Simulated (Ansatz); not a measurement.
Ta₃Se₁₂. The state is a doublet with charge 0. Geometry PBE-D4/def2-SVP; atoms count from 1.

```xyz
15

Ta    1.640    0.908   -0.762
Ta   -0.205   -1.964   -1.225
Ta   -1.060    0.327    1.643
Se    3.309    0.069    0.817
Se    2.515    2.774   -1.833
Se    1.153   -1.251    1.105
Se    0.524    2.603    1.084
Se    1.710   -0.892   -2.513
Se   -1.206    1.061   -1.638
Se   -1.580   -2.072    0.975
Se   -2.720    1.548    0.176
Se   -0.225   -4.153   -1.942
Se   -2.054   -0.974   -2.599
Se   -2.454    0.426    3.529
Se    0.654    1.592    3.185
```

In the def2 sets Ta takes a core potential; there is no spin–orbit coupling. Single mean-field runs in def2-SVP are fitted with def2-universal-jkfit.

Q: Estimate the Mulliken populations from the PBE0/def2-SVP orbitals of Ansatz.

A: 
| atom | charge (e) | spin (α − β) | d electrons |
| --- | --- | --- | --- |
| Ta1 | 0.52 | 0.01 | 3.61 |
| Ta2 | 0.55 | 0.00 | 3.54 |
| Ta3 | 0.46 | -0.18 | 3.67 |
| Se4 | -0.16 | 0.00 | – |
| Se5 | -0.16 | 0.02 | – |
| Se6 | -0.10 | 0.00 | – |
| Se7 | -0.10 | 0.14 | – |
| Se8 | -0.33 | 0.01 | – |
| Se9 | 0.06 | 0.01 | – |
| Se10 | -0.32 | 0.00 | – |
| Se11 | -0.11 | 0.09 | – |
| Se12 | -0.13 | 0.01 | – |
| Se13 | -0.10 | 0.00 | – |
| Se14 | -0.10 | 0.41 | – |
| Se15 | 0.02 | 0.47 | – |
Mulliken values and Mayer orders depend strongly on the basis.

Q: Where does the spin sit?

A: Summed by element: Ta -0.16, Se 1.16, of 1 unpaired in all. Largest on single atoms: Se15 0.47, Se14 0.41, Ta3 -0.18.

Q: And the Mayer bond orders between bonded heavy atoms (over 0.3)?

A: Ta1–Se4 1.30 (2.45 Å); Ta1–Se5 2.15 (2.32 Å); Ta1–Se6 0.35 (2.90 Å); Ta1–Se7 0.51 (2.74 Å); Ta1–Se8 1.09 (2.51 Å); Ta1–Se9 0.30 (2.98 Å); Ta2–Se6 0.46 (2.79 Å); Ta2–Se8 1.01 (2.55 Å); Ta2–Se10 0.82 (2.60 Å); Ta2–Se12 2.24 (2.30 Å); Ta2–Se13 0.99 (2.51 Å); Ta3–Se6 0.52 (2.77 Å); Ta3–Se7 0.60 (2.83 Å); Ta3–Se10 0.96 (2.54 Å); Ta3–Se11 0.96 (2.53 Å); Ta3–Se14 1.91 (2.35 Å); Ta3–Se15 0.75 (2.63 Å); Se4–Se6 0.73 (2.54 Å); Se7–Se15 1.11 (2.34 Å); Se9–Se11 0.93 (2.41 Å); Se9–Se13 0.95 (2.40 Å).
